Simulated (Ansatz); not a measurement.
Relaxation of AlFH3OSi (7 atoms, charge 0, multiplicity 2), to a largest force component of 0.02 eV/Å in at most 50 steps.

Method: Ansatz, UKS BHLYP/def2-SVP.

```xyz
7
Properties=species:S:1:pos:R:3:forces:R:3
F 1.033 -2.631 1.140 -3.14 2.25 -0.26
Al -0.484 -1.546 1.037 2.14 -1.59 -1.93
O -0.920 -0.664 -0.539 2.61 0.89 3.04
Si -0.014 0.863 -0.429 -3.34 -1.11 -1.11
H -0.362 1.612 -1.667 0.26 -0.05 0.17
H -0.587 1.637 0.725 0.42 -0.19 -0.12
H 1.395 0.662 -0.314 1.05 -0.20 0.22
```

Question: Where does it end, and by what steps?

Answer: The forces met the threshold. The force dipped under the threshold on the way, but the program's further checks kept it going. After 12 steps the energy has fallen by 1.507 eV; O3 moved furthest, 0.98 Å.

```
step  energy less start (eV)  largest force component (eV/Å)  accepted
   0                  0.0000                           3.339       yes
   1                 -0.8262                           2.068       yes
   2                 -1.2506                           1.484       yes
   3                 -1.3516                           0.444       yes
   4                 -1.4480                           0.316       yes
   5                 -1.4754                           0.556       yes
   6                 -1.4995                           0.207       yes
   7                 -1.5054                           0.040       yes
   8                 -1.5060                           0.010       yes
   9                 -1.5060                           0.057        no
  10                 -1.5063                           0.025       yes
  11                 -1.5064                           0.025       yes
  12                 -1.5065                           0.017       yes
```

```xyz
7
Properties=species:S:1:pos:R:3
F 0.597 -3.050 1.205
Al -0.611 -2.062 0.650
O -0.238 -0.499 0.150
Si 0.020 1.029 -0.387
H -0.615 1.216 -1.713
H -0.564 2.006 0.561
H 1.473 1.291 -0.512
```

Time of the run: 37 s on 2 threads of Intel(R) Xeon(R) Platinum 8259CL CPU @ 2.50GHz (Skylake/Cascade Lake) (shared host), peak memory 0.22 GiB.
